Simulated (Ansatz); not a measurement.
Species: H2Te, charge 0, singlet. H2Te (tellane, SMILES [TeH2]).
B3LYP-D3(BJ)/def2-TZVP minimum from Ansatz (a quantum-chemistry and plane-wave program):
```xyz
3

Te    -0.0007     0.0433     0.0023
H     -1.1604    -1.1450    -0.0483
H      1.1973    -1.1053    -0.0693
```

Total energies in hartree (Ansatz). UHF or UKS for unpaired electrons; spin-orbit terms are left out. Cores are frozen in correlated methods (noble-gas shells, and filled d and f shells in the p block). Past Kr the def2 sets carry scalar-relativistic core potentials. Where a partner has so few electrons that a lower coupled-cluster level is exact, that level stands in. Spin-orbit terms, left out, reach several kcal/mol for Br and I, and more for heavier atoms.

```tsv
species	HF/def2-TZVPP	CCSD(T)/def2-TZVPP	HF/def2-QZVPP	CCSD(T)/def2-QZVPP	CCSDT(Q)/def2-QZVPP
1: H2Te (tellane, SMILES [TeH2])	-268.15339	-268.33070	-268.15549	-268.34738	-268.34841
2: Te (triplet)	-267.00555	-267.11065	-267.00694	-267.12283	-267.12360
3: H (doublet)	-0.49981	-0.49981	-0.49998	-0.49998	-0.49998
```

Task: Work out the atomisation energy (electronic, to ground-state atoms) in kcal/mol: take Hartree-Fock from def2-QZVPP, extrapolate the CCSD(T) correlation energy as X^-3 (X = 3, 4), and add CCSDT(Q) - CCSD(T) in def2-QZVPP. 1 hartree = 627.51 kcal/mol.

Result: 
Species 1: correlation (64·(-0.19189) - 27·(-0.17731))/37 = -0.20253; step -0.00103; E1 = -268.15549 + (-0.20253) + (-0.00103) = -268.35905
Species 2: correlation (64·(-0.11589) - 27·(-0.10510))/37 = -0.12376; step -0.00077; E2 = -267.00694 + (-0.12376) + (-0.00077) = -267.13147
Species 3: correlation (64·(0.00000) - 27·(0.00000))/37 = 0.00000; step +0.00000; E3 = -0.49998 + (0.00000) + (+0.00000) = -0.49998
-1·E1 +1·E2 +2·E3 = 0.22762 hartree = 142.8 kcal/mol.
